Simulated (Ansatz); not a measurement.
BeBrF (SMILES [F][Be][Br]) moved off its minimum; all values from Ansatz (a program for electronic structure), cores frozen in correlated methods.
(charge 0, multiplicity 1)
```xyz
3

Be    -0.07365    -0.00893    -1.21107
F      0.07258    -0.08715    -2.54225
Br    -0.11999     0.01061     0.82813
```

### Question
Give the forces (eV/Å), the total energy and the dipole at CCSD(T)/aug-cc-pVTZ.

### Answer

| atom | Fx | Fy | Fz |
|---|---|---|---|
| Be1 | -0.016 | 0.002 | 2.249 |
| F2 | 0.051 | -0.025 | -1.268 |
| Br3 | -0.035 | 0.023 | -0.981 |
Energy -2687.2399 hartree, dipole 0.33 D.
